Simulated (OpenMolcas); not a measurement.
## Computed transition rates of neutral sulfur

| Property | Result |
| --- | --- |
| Program | OpenMolcas 26.06 |
| Method | SS-RASPT2, IPEA 0.25 Eh, imaginary shift 0.1 Eh (closed shells correlated: 2s 2p 3s) |
| Basis | ANO-R3 [6s5p4d3f1g] |
| Scalar Hamiltonian | X2C, finite nucleus |
| Active space | 4 electrons in 9 orbitals (RAS2 3p; RAS3 3d 4s, at most 1 electron) |
| State averaging | 2S+1 = 3 even, 3 roots; 2S+1 = 1 even, 6 roots; 2S+1 = 5 odd, 1 root; 2S+1 = 3 odd, 9 roots; 2S+1 = 1 odd, 8 roots |
| Spin-orbit coupling | state interaction with AMFI integrals over the reference wave functions, term energies averaged over their components |

Rates come from the transition moments of the reference wave functions (E1 and E2 in the length form). At fixed line strength A goes as λ^-3 for E1 and M1 and as λ^-5 for E2, so a rate at the computed wavelength can be rescaled to the measured one. Measured vacuum wavelengths follow from level energies in NIST Handbook of Basic Atomic Spectroscopic Data. Branching counts decays inside the model space alone, at computed energies, and the table is only a selection of the E1 lines, drawn from those between levels with measured partners whose computed energy lies within a factor of 1.5 of the measured one.

```csv
Upper,Lower,Type,λ computed (nm),λ measured (nm),A computed (s-1),A rescaled (s-1),Branching %
3s² 3p³ 4s ⁵S°₂,3s² 3p⁴ ³P₁,E1,206.4,191.5,7.78e+03,,22.4
3s² 3p³ 4s ⁵S°₂,3s² 3p⁴ ³P₂,E1,204.8,190,2.69e+04,,77.6
3s² 3p³ 4s ³S°₁,3s² 3p⁴ ³P₀,E1,202.2,182.6,4.45e+07,6.04e+07,10.7
3s² 3p³ 4s ³S°₁,3s² 3p⁴ ³P₁,E1,201.5,182,1.36e+08,1.85e+08,32.6
3s² 3p³ 4s ³S°₁,3s² 3p⁴ ³P₂,E1,200,180.7,2.36e+08,3.20e+08,56.7
3s² 3p³ 4s ¹D°₂,3s² 3p⁴ ¹D₂,E1,181.8,166.7,4.49e+08,5.82e+08,99.7
3s² 3p³ 4s ³D°₁,3s² 3p⁴ ³P₀,E1,161.9,148.7,1.10e+08,1.42e+08,52.8
3s² 3p³ 4s ³D°₁,3s² 3p⁴ ³P₁,E1,161.4,148.3,9.06e+07,1.17e+08,43.7
3s² 3p³ 4s ³D°₂,3s² 3p⁴ ³P₁,E1,161.4,148.3,1.49e+08,1.92e+08,71.4
3s² 3p³ 4s ³D°₁,3s² 3p⁴ ³P₂,E1,160.5,147.5,7.09e+06,9.13e+06,3.4
3s² 3p³ 4s ³D°₂,3s² 3p⁴ ³P₂,E1,160.4,147.4,5.98e+07,7.71e+07,28.6
3s² 3p³ 4s ³D°₃,3s² 3p⁴ ³P₂,E1,160.4,147.4,2.12e+08,2.73e+08,100.0
```

Spin-changing lines and M1 lines between different terms are not rescaled, since their strength hangs on the term gaps too.

The largest correction is for 3s² 3p³ 4s ³S°₁ → 3s² 3p⁴ ³P₀ (E1): 4.45e+07 × (202.2 / 182.6)^3 = 6.04e+07 s-1, a factor of 1.36.

The computed rate and branching of 3s² 3p³ 4s ³D°₃ → 3s² 3p⁴ ³P₂ give the upper level a radiative lifetime of 1.000 / 2.12e+08 s-1 = 4.72e-09 s, counting decays inside the model space alone. The rescaled rate gives about 3.7e-09 s.

No measured rate stands beside these. Rescaling mends the energy factor alone: line strengths can still be far off where a level mixes with configurations outside the active space, and weak or spin-changing lines hang on small mixing coefficients that depend on the term gaps too, so rescaling need not improve them.

Term energies are means over components that CASPT2 splits; among the terms shown or strongly mixed into the levels shown the widest spread is 260 cm-1 (3s² 3p³ 4s ¹D°). ANO sets are built for valence states and can reach diffuse excited orbitals poorly, and with the s shell closed the s pⁿ⁺¹ terms that mix with these levels are absent. With the s shell closed, the reference lacks s² → p² mixing. Measured partners are found by configuration, term and J. A level has none where our copy of the source lacks it or the pairing is in doubt (some pairs that miss far off the trend of their configuration count as doubtful). Only configurations of the active space appear.

° marks odd parity.
